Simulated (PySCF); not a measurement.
SMILES OB(O)/C=C\B(O)O (C2H6B2O4), singlet, GFN2-xTB optimised geometry.

```
14

O      3.00    -0.43     0.00
B      1.65    -0.43     0.00
O      0.93    -1.60     0.02
C      0.97     0.98     0.00
C     -0.30     1.35    -0.21
B     -1.57     0.47    -0.53
O     -2.70     1.16    -0.84
O     -1.63    -0.88    -0.52
H      3.45    -1.28     0.00
H      1.44    -2.41     0.03
H      1.69     1.78     0.18
H     -0.52     2.41    -0.17
H     -3.45     0.59    -1.03
H     -0.79    -1.30    -0.30
```

Density from PySCF with CAM-B3LYP/def2-TZVP at that geometry.

Minimum of the electron density along straight lines between bonded atoms, close to the bond critical point (lines longer than 1.1 times the sum of covalent radii, or with two minima, are not listed):

```tsv
bond	length / Å	ρ at the minimum / e bohr⁻³	∇²ρ there / e bohr⁻⁵	position (fraction from the first atom)
O1–B2	1.355	0.212	0.95	0.67
B2–O3	1.368	0.204	0.88	0.33
B2–C4	1.567	0.195	-0.38	0.33
C4–C5	1.340	0.348	-1.07	0.50
C5–B6	1.581	0.187	-0.31	0.67
B6–O7	1.357	0.213	0.92	0.33
B6–O8	1.353	0.217	0.90	0.33
O1–H9	0.958	0.360	-2.47	0.81
O3–H10	0.959	0.359	-2.46	0.81
C4–H11	1.087	0.284	-1.00	0.64
C5–H12	1.086	0.285	-1.01	0.65
O7–H13	0.958	0.361	-2.48	0.81
O8–H14	0.963	0.351	-2.46	0.82
```
